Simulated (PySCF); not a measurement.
Species: sum formula HBO₂Cl, net charge 0, doublet state. It need not be the lowest isomer of its formula. SMILES: [O]B(O)Cl
Geometry from a B3LYP-D3(BJ)/def2-TZVP (Ansatz) optimisation:
```
B
O 1 1.3432
O 1 1.3468 2 124.34
H 3 0.9627 1 114.40 2 180.00
Cl 1 1.7888 2 110.84 3 180.00
```
Charge 0, spin multiplicity 2.

Dispersion corrections to the total energy (kcal/mol) from the dftd3 and dftd4 libraries through PySCF: D3(BJ) without and D4 with the three-body term, each with the damping fitted for the functional named.

```json
[
 {"functional": "BLYP", "D3(BJ)": "-4.12", "D4": "?"},
 {"functional": "r2SCAN", "D3(BJ)": "-0.47", "D4": "?"},
 {"functional": "TPSSh", "D3(BJ)": "-2.15", "D4": "-2.45"},
 {"functional": "HSE06", "D3(BJ)": "-1.20", "D4": "-1.53"},
 {"functional": "BP86", "D3(BJ)": "-3.04", "D4": "?"},
 {"functional": "LC-wPBE", "D3(BJ)": "-1.75", "D4": "-2.23"},
 {"functional": "TPSS", "D3(BJ)": "-2.35", "D4": "-2.72"}
]
```

Q: What belongs in the gaps?

A: 
- BLYP, D4: -4.58
- r2SCAN, D4: -0.45
- BP86, D4: -2.64
